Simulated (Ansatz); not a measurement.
Ansatz (a first-principles code) job for Si(H)2(Br)(OMe) (CH₅BrOSi), SMILES CO[SiH2]Br, CAM-B3LYP/def2-SVPD. Geometry optimised at PBE0-D3(BJ)/def2-SVP. Other conformers were not sampled.

Ansatz 0.2 input:
```yaml
crystal:
  periodic: [false, false, false]
  atoms:
    - {symbol: Si, position_ang: [0.38225483, -0.20176036, 1.06927839]}
    - {symbol: Br, position_ang: [0.68067071, 0.26540171, -1.09281763]}
    - {symbol: O, position_ang: [-1.14210709, -0.76913192, 1.33211514]}
    - {symbol: C, position_ang: [-2.33079497, -0.07162704, 1.06293227]}
    - {symbol: H, position_ang: [1.31649613, -1.28298758, 1.45761441]}
    - {symbol: H, position_ang: [0.62682322, 1.06924576, 1.80803032]}
    - {symbol: H, position_ang: [-2.37928261, 0.88542694, 1.61307654]}
    - {symbol: H, position_ang: [-3.17924884, -0.69484196, 1.38017028]}
    - {symbol: H, position_ang: [-2.43820409, 0.14155989, -0.01468695]}
basis:
  gaussian:
    orbitals: def2-SVPD
hamiltonian:
  xc: {name: CAM-B3LYP}
```

It prints:

```
WARN ansatz: RAYON_NUM_THREADS=1 ignored (pool sized by the plan → 1); use --threads N
Functional definition: CAM-B3LYP
integrals: 0.11 GiB planned
1385 factors; their error is unknown
integrals: 0.14 GiB planned
515 factors; integrals over basis functions are off by at most 2.3e-5 eV
mean field: 1.02 GiB planned
mean field evaluation 1: about -81076.8682 eV, gradient 4.4e1 eV
mean field evaluation 2: about -81073.7261 eV, gradient 6.2e1 eV
mean field evaluation 4: about -81080.5426 eV, gradient 2.0e0 eV
mean field evaluation 8: about -81080.5511 eV, gradient 3.5e-2 eV
mean field evaluation 16: about -81080.7002 eV, gradient 2.6e-5 eV
mean field -81080.70024081 eV, -2979.6607753773 hartree, gradient 2.6e-5 eV, S^2 0.000000; 0 other end points of the search recorded, 0 dependent functions left out
reference -81080.70037557 eV, -2979.6607803295 hartree; 34, 34 occupied and 114, 114 virtual orbitals, 1385 factors
Total energy: -81080.70037557 eV, -2979.6607803295 hartree
```

The calculation finished and met its thresholds.

Cost: very roughly 6 core-seconds.
